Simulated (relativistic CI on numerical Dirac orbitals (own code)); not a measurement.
**Sensitivity of the levels of Tc¹⁰⁺ to α and to the nuclear radius**

Calculated at this level of theory: Dirac-Coulomb-Breit CI, KLI orbitals optimised for each configuration, derivatives by finite differences, unscaled Slater integrals, QED left out (own radial code, finite nucleus).

Configuration list (outside the closed core [Ar] 3d10): 4s2.4p3, 4s.4p4, 4p5, 4s2.4p2.4d, 4s.4p3.4d, 4s2.4p2.4f, 4s2.4p.4d2, 4s2.4d3, 4s.4p.4d3, 4s2.4d2.4f. Double excitations out of closed p, d and f shells are left out; levels of such configurations are missing from the list, as are those of other unlisted configurations, and high levels can miss mixing partners.

With x = (α/α₀)² − 1 an excitation energy changes as ω = ω₀ + qx; K = 2q/ω₀ is the relative enhancement. Terms are leading LS components, so labels can repeat. The field-shift factor is F = δν/δ⟨r²⟩ for the transition from the lowest level.

Lowest level 4s2.4p3 4S°_3/2.

```csv
Level,ω₀ (cm⁻¹),q (cm⁻¹),K,F (GHz/fm²)
4s2.4p3 2D°_3/2,30764,7515,0.489,-0.106
4s2.4p3 2D°_5/2,40935,17660,0.863,-0.196
4s2.4p3 2P°_1/2,62923,18170,0.577,-0.62
4s2.4p3 2P°_3/2,81036,45720,1.13,-1.04
4s.4p4 4P_5/2,253252,31690,0.25,-33.9
4s.4p4 4P_3/2,270834,50520,0.373,-33.9
4s.4p4 4P_1/2,276263,52180,0.378,-34
4s.4p4 2D_3/2,316406,41860,0.265,-30.2
4s.4p4 2D_5/2,322189,52160,0.324,-30.9
4s.4p4 2S_1/2,360868,43620,0.242,-29.6
4s.4p4 2P_3/2,367027,40450,0.22,-21.6
4s.4p4 2P_1/2,392750,67900,0.346,-23.2
4s2.4p2.4d 4F_3/2,397948,2826,0.0142,1.19
```

At this charge energies of transitions that change n are usually good to better than 1 %, and those within a shell (Δn = 0) to a few per cent.
